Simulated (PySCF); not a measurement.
**Exercise with solution: chemical shift, span and skew from a shielding tensor**

2-(disilanyl)ethanol (C2H10OSi2), SMILES OCC[SiH2][SiH3]. Atoms are numbered in the order given.

```xyz
15

O     -2.9872    -0.7876    -0.0884
C     -1.7739    -0.0904    -0.2727
C     -0.8819    -0.0931     0.9690
Si     0.8102     0.7433     0.7429
Si     2.0165    -0.2605    -1.0102
H     -3.4695    -0.3593     0.6312
H     -1.2619    -0.5979    -1.1072
H     -1.9512     0.9541    -0.6046
H     -1.3970     0.4187     1.8034
H     -0.7169    -1.1348     1.2944
H      0.6280     2.1969     0.4411
H      1.5895     0.6318     2.0126
H      2.1219    -1.7331    -0.7791
H      1.3229    -0.0412    -2.3150
H      3.3941     0.3077    -1.1058
```

Geometry optimised at B3LYP-D3(BJ)/def2-SVP. The values are those of a single conformer.

GIAO shieldings from PBE/pcSseg-1 in PySCF, non-relativistic, no solvent. The symmetric part of the tensor of C2 has the principal values 78.6, 101.1, 156.7 ppm. The same nucleus in TMS has σ = 182.0 ppm at this level (PySCF, at its B3LYP-D3(BJ)/def2-TZVP geometry).

Work out the isotropic shielding, the ¹³C shift against TMS, the span and the skew.


σ(iso) = (σ11 + σ22 + σ33)/3 = 112.1 ppm. δ = σ(ref) − σ(iso) = 182.0 − (112.1) = 69.9 ppm.
Span Ω = σ33 − σ11 = 78.1 ppm. Skew κ = 3(σ(iso) − σ22)/Ω = 0.42. Tumbling in solution averages the tensor to δ; in a static solid the shielding alone would spread this spin-1/2 line over Ω.
